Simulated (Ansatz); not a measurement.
`BO[SiH2][GeH3]` at its PBE0-D4/def2-TZVP geometry, where that method's forces vanish. Total charge 0; spin multiplicity 1.

```xyz
11

B     1.2661    0.3933   -1.6656
O     1.6168    0.0643   -0.4095
Si    0.7260   -0.2614    0.9582
Ge   -1.6232   -0.1084    0.5801
H     2.1372    0.5758   -2.4678
H     0.1022    0.4978   -1.9608
H     1.0933   -1.6295    1.4038
H     1.1502    0.7101    1.9981
H    -2.0933   -1.1154   -0.4810
H    -2.0361    1.3046    0.1401
H    -2.3394   -0.4313    1.9042
```

(1) What forces (eV/Å) does r2SCAN-D4/def2-TZVPP give on these atoms in the Gaussian-basis code of Ansatz? (An estimate is asked.)

## Answers

(1) Computed: 
```
B1  -0.038  0.054 -0.209
O2   0.064 -0.029  0.110
Si3 -0.060 -0.015  0.063
Ge4 -0.007 -0.001  0.006
H5  -0.018 -0.007  0.027
H6   0.026 -0.004  0.013
H7  -0.005  0.028 -0.002
H8  -0.006 -0.023 -0.015
H9   0.012  0.053  0.053
H10  0.009 -0.072  0.021
H11  0.024  0.017 -0.068
```
